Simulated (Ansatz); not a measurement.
Coupled-cluster run, C2H6BBrO.

```yaml
crystal:
  periodic: [false, false, false]
  atoms:
    - {symbol: B, position_ang: [-0.970986, 1.078412, -0.484160]}
    - {symbol: C, position_ang: [-0.208242, -0.251078, -0.179760]}
    - {symbol: C, position_ang: [0.752393, -0.424076, 0.938885]}
    - {symbol: O, position_ang: [-0.477951, -1.319862, -0.881406]}
    - {symbol: Br, position_ang: [0.807333, 1.478667, -1.578355]}
    - {symbol: H, position_ang: [-1.014713, 1.852574, 0.429018]}
    - {symbol: H, position_ang: [-1.888157, 0.996711, -1.245297]}
    - {symbol: H, position_ang: [1.123247, 0.535708, 1.287546]}
    - {symbol: H, position_ang: [1.594330, -1.071843, 0.675788]}
    - {symbol: H, position_ang: [0.197037, -0.898763, 1.757901]}
    - {symbol: H, position_ang: [0.151109, -2.033348, -0.699660]}
basis:
  gaussian: {orbitals: def2-SVP}
correlation: {method: ccsd_t}
```

```sh
$ ansatz run in.yaml --threads 4 --pin off --events-out ev --progress --plain --max-ram 10444MiB
```

Output of Ansatz, abridged:

```
Functional definition: HF
  name "HF"
  cite "Fock, Z. Phys. 61, 126 (1930) doi:10.1007/BF01340294"
  parent pbe
  exchange = exact_x
  correlation = 0
1177 factors; integrals over basis functions are off by at most 1.3e-3 eV
mean field evaluation 1: about -74848.5713 eV, gradient 3.0e1 eV
mean field evaluation 2: about -74848.6609 eV, gradient 3.0e1 eV
mean field evaluation 4: about -74851.1343 eV, gradient 4.2e0 eV
mean field evaluation 8: about -74851.1843 eV, gradient 2.3e-1 eV
mean field -74851.18459209 eV, -2750.7302978040 hartree, gradient 1.2e-6 eV, S^2 0.000000; 0 other end points of the search recorded, 0 dependent functions left out
13 core orbitals not correlated: weight in the atoms' cores, before any rotation towards them, 1.000 or more for the frozen orbitals, at most 0.000 for the correlated occupied ones
reference -74851.18459209 eV, -2750.7302978040 hartree; 20, 20 occupied and 85, 85 virtual orbitals, 1177 factors
second order -21.42580241 eV of doubles, -0.00000000 eV of singles
cycle   1  -21.91055202 eV  change   -4.8e-1 eV  update   1.1e-1
cycle   2  -22.44955927 eV  change   -5.4e-1 eV  update   3.3e-2
cycle   3  -22.59138673 eV  change   -1.4e-1 eV  update   2.0e-2
cycle   4  -22.58027660 eV  change    1.1e-2 eV  update   6.1e-3
cycle   5  -22.57722036 eV  change    3.1e-3 eV  update   2.8e-3
cycle   6  -22.57811700 eV  change   -9.0e-4 eV  update   9.3e-4
cycle   7  -22.57768890 eV  change    4.3e-4 eV  update   4.1e-4
cycle   8  -22.57759182 eV  change    9.7e-5 eV  update   1.7e-4
cycle   9  -22.57774571 eV  change   -1.5e-4 eV  update   7.5e-5
cycle  10  -22.57770929 eV  change    3.6e-5 eV  update   3.0e-5
perturbative correction -0.66094912 eV, -0.0242894323 hartree
Total energy: -74874.42325050 eV, -2751.5843027488 hartree
```

Run time 5.5 s (4 threads of an Intel Xeon 6975P-C on a shared host); peak host memory 0.7 GiB.

MP2 recovers 92.2 % of the CCSD(T) correlation energy and the triples give 2.8 %; T1 = 0.0133.
